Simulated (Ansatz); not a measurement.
Rh6⁺, relaxed as a doublet with UKS r2SCAN-D4/def2-SVP in Ansatz, starting from the GFN2-xTB geometry. Force threshold 0.02 eV/Å.

In the def2 sets Rh takes a core potential; there is no spin–orbit coupling. The charge 1 doublet is spin-contaminated (final ⟨S²⟩ up to 3.47, 0.75 for a pure state). The structure comes from a short search, and lower isomers may exist.

Start:

```xyz
6

Rh   -0.590   -0.897    0.693
Rh   -2.143    0.821   -0.257
Rh   -0.296    1.597    1.150
Rh    0.194    0.567   -1.126
Rh    1.883   -0.268    0.593
Rh    0.951   -1.820   -1.054
```

```csv
step,energy (eV),largest force component (eV/Å),SCF passes
1,-18048.9502,0.749,294
2,-18049.1725,0.575,74
3,-18049.2066,0.119,61
4,-18049.2092,0.040,57
5,-18049.2097,0.032,60
6,-18049.2100,0.023,64
7,-18049.2102,0.004,59
```

Force components are those of the run's own axes.

End:

Cartesian coordinates in Å:
```
Rh -0.669 -0.963 0.600
Rh -2.133 0.844 -0.196
Rh -0.117 1.506 1.145
Rh 0.158 0.548 -1.208
Rh 1.774 -0.111 0.658
Rh 0.988 -1.824 -0.999
```

By distances, no bond broke or formed. The bond that changes most is Rh3–Rh5, from 2.92 to 2.53 Å (atoms count from 1).

No frequencies were taken in this run, so the end may be a saddle point.

Run time 4 min (4 threads of Arm Neoverse V1 on a shared host), peak host memory 0.75 GiB.
